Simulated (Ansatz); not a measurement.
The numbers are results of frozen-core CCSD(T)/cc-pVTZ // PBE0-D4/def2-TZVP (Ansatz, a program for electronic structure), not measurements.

Ansatz 0.2 input:
```yaml
crystal:
  periodic: [false, false, false]
  atoms:
    - { symbol: C, position_ang: [-0.56684, 0.000008, 0.003401] }
    - { symbol: C, position_ang: [0.809424, 0.000235, -0.005004] }
    - { symbol: N, position_ang: [1.9741, 0.000012, -0.01193] }
    - { symbol: H, position_ang: [-1.108476, 0.935467, 0.021445] }
    - { symbol: H, position_ang: [-1.108208, -0.935722, -0.007912] }
basis:
  gaussian: { orbitals: cc-pVTZ }
correlation:
  method: ccsd_t
magnetization:
  spin_polarized: true
  initial_magnetization: 1
```

Output:

```
Functional definition: HF
683 factors; integrals over basis functions are off by at most 1.2e-3 eV
mean field evaluation 1: about -3571.6318 eV, gradient 2.0e1 eV
mean field evaluation 2: about -3571.6354 eV, gradient 2.0e1 eV
mean field evaluation 4: about -3574.0462 eV, gradient 3.6e0 eV
mean field evaluation 8: about -3574.2550 eV, gradient 4.5e-1 eV
mean field evaluation 16: about -3574.2770 eV, gradient 1.0e-3 eV
mean field evaluation 32: about -3569.6024 eV, gradient 8.9e0 eV
mean field evaluation 64: about -3570.3746 eV, gradient 8.7e-3 eV
mean field -3574.27696407 eV, -131.3522556975 hartree, gradient 2.8e-6 eV, S^2 0.932308; 0 other end points of the search recorded, 0 dependent functions left out
3 core orbitals not correlated
reference -3574.27696407 eV, -131.3522556975 hartree; 8, 7 occupied and 107, 108 virtual orbitals, 683 factors
second order -12.44288347 eV of doubles, -0.00000000 eV of singles
cycle   1  -12.59770069 eV  change   -1.5e-1 eV  update   1.0e-1
cycle   2  -13.07293816 eV  change   -4.8e-1 eV  update   4.1e-2
cycle   3  -13.25460071 eV  change   -1.8e-1 eV  update   2.9e-2
cycle   4  -13.26300341 eV  change   -8.4e-3 eV  update   1.1e-2
cycle   5  -13.26623653 eV  change   -3.2e-3 eV  update   3.8e-3
cycle   6  -13.26711166 eV  change   -8.8e-4 eV  update   1.8e-3
cycle   7  -13.26753927 eV  change   -4.3e-4 eV  update   7.9e-4
cycle   8  -13.26768915 eV  change   -1.5e-4 eV  update   4.2e-4
cycle   9  -13.26766769 eV  change    2.1e-5 eV  update   1.8e-4
cycle  10  -13.26765823 eV  change    9.5e-6 eV  update   7.9e-5
cycle  11  -13.26770476 eV  change   -4.7e-5 eV  update   3.3e-5
cycle  12  -13.26769251 eV  change    1.2e-5 eV  update   1.4e-5
perturbative correction -0.64039553 eV, -0.0235341016 hartree
Total energy: -3588.18505210 eV, -131.8633685057 hartree
```

Cost: around 28 core-seconds (rough).
